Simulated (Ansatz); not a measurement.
In9P10H28⁺, a nanocrystal cut from zinc blende InP (hydrogen-capped). Total charge 1; triplet. Geometry PBE-D4/def2-SVP, that of the charge +1 singlet; atoms count from 1.

```xyz
47

P     2.425    3.437    0.961
P     1.638    0.495    3.959
P     0.122    3.596   -2.380
P    -0.668    0.683    0.492
P    -3.089    0.825   -2.898
P     0.949   -0.536   -3.032
P    -3.839   -1.970   -0.049
P     3.146   -0.687    0.153
P     0.234   -3.197   -0.310
P    -1.420   -2.133    3.473
In    1.885    5.137   -1.054
In    1.727    0.972    1.405
In    0.169   -1.207    5.437
In    3.327    0.349   -2.277
In   -0.652    1.137   -2.046
In   -1.429   -1.747    0.901
In   -5.063   -0.851   -2.167
In   -0.363   -2.829   -2.863
In    2.418   -3.018    1.175
H     3.850    3.366    1.083
H     2.173    4.119    2.195
H     1.564    1.788    4.572
H     3.014    0.234    4.259
H    -1.089    4.345   -2.537
H     0.513    3.598   -3.758
H    -1.557    1.592    1.149
H    -3.630    2.150   -2.954
H    -2.890    0.653   -4.306
H     0.818   -0.132   -4.404
H    -4.696   -1.821    1.089
H    -3.971   -3.389   -0.188
H     4.397   -0.376    0.787
H    -0.346   -4.466    0.030
H    -2.781   -1.943    3.876
H    -1.405   -3.562    3.558
H     0.878    6.323   -0.304
H     3.300    5.104   -2.031
H    -0.877   -0.153    6.319
H     1.237   -2.512    5.774
H     3.016    2.055   -1.981
H     4.582   -0.415   -3.179
H    -5.047   -2.081   -3.369
H    -6.218    0.205   -1.436
H    -2.038   -2.297   -2.781
H     0.374   -4.036   -3.849
H     1.767   -2.552    2.742
H     3.547   -4.254    0.763
```

In the def2 sets In takes a core potential; there is no spin–orbit coupling. Single mean-field runs in def2-SVP are fitted with def2-universal-jkfit. At PBE0-D4/def2-SVP a singlet of charge 1 lies 4.18 eV below the triplet at the same geometry.

Question: Estimate the Mulliken populations of the heavy atoms from the PBE0/def2-SVP orbitals of Ansatz.

Answer: 
| atom | charge (e) | spin (α − β) |
| --- | --- | --- |
| P1 | -0.20 | 0.01 |
| P2 | -0.21 | 0.00 |
| P3 | -0.12 | 0.31 |
| P4 | -0.40 | 0.04 |
| P5 | -0.12 | 0.32 |
| P6 | -0.33 | 0.32 |
| P7 | -0.20 | 0.01 |
| P8 | -0.37 | 0.01 |
| P9 | -0.37 | 0.01 |
| P10 | -0.21 | 0.00 |
| In11 | 0.27 | 0.16 |
| In12 | 0.44 | 0.03 |
| In13 | 0.35 | 0.00 |
| In14 | 0.37 | 0.04 |
| In15 | 0.26 | 0.37 |
| In16 | 0.44 | 0.03 |
| In17 | 0.27 | 0.16 |
| In18 | 0.37 | 0.04 |
| In19 | 0.37 | 0.01 |
Mulliken values depend strongly on the basis.

Question: Where does the spin sit?

Answer: Summed by element: P 1.03, In 0.83, H 0.14, of 2 unpaired in all. Largest on single atoms: In15 0.37, P6 0.32, P5 0.32.

Question: And the Mayer bond orders between heavy atoms (over 0.3)?

Answer: P1–In11 0.55 (2.69 Å); P1–In12 0.72 (2.60 Å); P2–In12 0.73 (2.60 Å); P2–In13 0.56 (2.69 Å); P3–In11 0.55 (2.69 Å); P3–In15 0.50 (2.60 Å); P4–In12 0.76 (2.58 Å); P4–In15 0.70 (2.58 Å); P4–In16 0.76 (2.58 Å); P5–In15 0.50 (2.60 Å); P5–In17 0.55 (2.69 Å); P6–In14 0.56 (2.65 Å); P6–In15 0.84 (2.52 Å); P6–In18 0.56 (2.65 Å); P7–In16 0.72 (2.60 Å); P7–In17 0.56 (2.69 Å); P8–In12 0.91 (2.52 Å); P8–In14 0.64 (2.65 Å); P8–In19 0.61 (2.65 Å); P9–In16 0.91 (2.52 Å); P9–In18 0.64 (2.65 Å); P9–In19 0.61 (2.65 Å); P10–In13 0.56 (2.69 Å); P10–In16 0.73 (2.60 Å).
